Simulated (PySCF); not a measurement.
Species: C6H10BP.
Structure used (PBE0-D3(BJ)/def2-SVP), in Å, numbered top down from 1:
```
atom  x, y, z in Å
B1     2.9252    0.6276    0.2721
P2     1.6851   -0.7707   -0.1540
C3    -0.0847   -0.3744   -0.0761
C4    -0.7867   -0.5215    1.1253
C5    -2.1241   -0.1398    1.2024
C6    -2.7656    0.3953    0.0864
C7    -2.0665    0.5516   -1.1096
C8    -0.7290    0.1717   -1.1918
H9     2.6381    0.9254    1.4221
H10    4.0243    0.1116    0.1370
H11    2.6662    1.4966   -0.5477
H12    1.8093   -1.3424   -1.4452
H13    1.7666   -1.9437    0.6377
H14   -0.2898   -0.9344    2.0073
H15   -2.6679   -0.2605    2.1421
H16   -3.8147    0.6934    0.1495
H17   -2.5648    0.9731   -1.9856
H18   -0.1861    0.3030   -2.1316
```

Computed with PySCF at PBE0/def2-SVPD, non-relativistic, on one gas-phase PBE0-D3(BJ)/def2-SVP geometry that isn't relaxed in the solvent. The solvent is an IEF-PCM continuum (cavity from Bondi-type radii × 1.2), and excitations are vertical TDDFT with non-equilibrium linear response and a frozen core. Only the electrostatic response of the medium enters.

Gas-phase singlets (H = HOMO, L = LUMO):

| state | E (eV) | λ (nm) | f | leading configuration |
| --- | --- | --- | --- | --- |
| S1 | 5.295 | 234 | 0.001 | H→L+1 49% |
| S2 | 5.766 | 215 | 0.181 | H→L 83% |
| S3 | 6.182 | 201 | 0.002 | H-3→L 77% |
| S4 | 6.226 | 199 | 0.008 | H-2→L 83% |
| S5 | 6.457 | 192 | 0.095 | H→L+1 34% |

Problem. How does the list change in cyclohexane (ε = 2.017)?

Solution. 
```csv
state,E (eV),λ (nm),f,leading configuration,change by rank (eV)
S1,5.303,234,0.003,H-1→L 52%,+0.008
S2,5.763,215,0.256,H→L 85%,-0.003
S3,6.413,193,0.149,H-2→L 36%,+0.231
S4,6.441,192,0.368,H-3→L 43%,+0.215
S5,6.494,191,0.119,H-2→L 62%,+0.037
```

Problem. How does the list change in chloroform (ε = 4.711)?

Solution. 
```json
{"state": "S1", "E (eV)": "5.314", "λ (nm)": "233", "f": "0.003", "leading configuration": "H-1→L 53%", "change by rank (eV)": "+0.019"}
{"state": "S2", "E (eV)": "5.793", "λ (nm)": "214", "f": "0.246", "leading configuration": "H→L 84%", "change by rank (eV)": "+0.027"}
{"state": "S3", "E (eV)": "6.478", "λ (nm)": "191", "f": "0.290", "leading configuration": "H→L+1 49%", "change by rank (eV)": "+0.296"}
{"state": "S4", "E (eV)": "6.492", "λ (nm)": "191", "f": "0.678", "leading configuration": "H-1→L+1 69%", "change by rank (eV)": "+0.266"}
{"state": "S5", "E (eV)": "6.657", "λ (nm)": "186", "f": "0.032", "leading configuration": "H-3→L 84%", "change by rank (eV)": "+0.200"}
```

Problem. How do the frontier levels move from gas to chloroform?

Solution. 
```
orbital  gas (eV)  solvent (eV)  change (eV)                   Löwdin shares, gas               Löwdin shares, solvent
 LUMO+2      0.21          0.49        +0.28  P2 24 %, H13 11 %, H12 11 %, B1 7 %   P2 23 %, B1 12 %, H13 9 %, H12 9 %
 LUMO+1     -0.92         -0.68        +0.24   C7 18 %, C5 18 %, C4 18 %, C8 17 %   C7 18 %, C5 18 %, C4 18 %, C8 17 %
   LUMO     -1.18         -0.96        +0.22   C3 21 %, C6 20 %, C8 11 %, C4 11 %   C3 20 %, C6 20 %, C8 11 %, C4 11 %
   HOMO     -7.67         -7.53        +0.14    C3 19 %, C6 18 %, B1 11 %, P2 9 %     C3 20 %, C6 20 %, C5 9 %, C8 9 %
 HOMO-1     -7.92         -7.70        +0.22   C4 20 %, C8 20 %, C7 19 %, C5 19 %   C4 20 %, C8 20 %, C7 20 %, C5 20 %
 HOMO-2     -8.33         -8.58        -0.25  B1 40 %, H10 20 %, H11 19 %, P2 9 %  B1 40 %, H11 23 %, H9 18 %, P2 10 %
 HOMO-3     -8.33         -8.58        -0.25   B1 40 %, H9 26 %, H11 11 %, P2 9 %   B1 39 %, H10 24 %, H9 12 %, P2 9 %
```

The HOMO–LUMO gap goes from 6.49 to 6.57 eV. Rows go by rank; for HOMO-1 and HOMO the atom shares or the degeneracy differ between the runs, so the row needn't follow one orbital. Shares within a degenerate set are those of one arbitrary member.
